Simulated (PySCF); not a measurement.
H2O, SMILES O. Atoms are numbered in the order given.

```xyz
3

O      0.0000     0.0000    -0.1169
H      0.0000    -0.7650     0.4676
H      0.0000     0.7650     0.4676
```
Charge 0, spin multiplicity 1.

Coordinates come from a B3LYP-D3(BJ)/def2-TZVP optimisation.

Method: HF/pcSseg-2 (PySCF).

GIAO shieldings, no solvent; atoms alike by connectivity are averaged. δ = σ(ref) − σ: ¹H against TMS (σ = 31.98 ppm), references at their B3LYP-D3(BJ)/def2-TZVP geometries, non-relativistic.

```json
[
 {"nucleus": "¹H", "atoms": "H2, H3", "count": "2", "δ (ppm)": "1.68"}
]
```
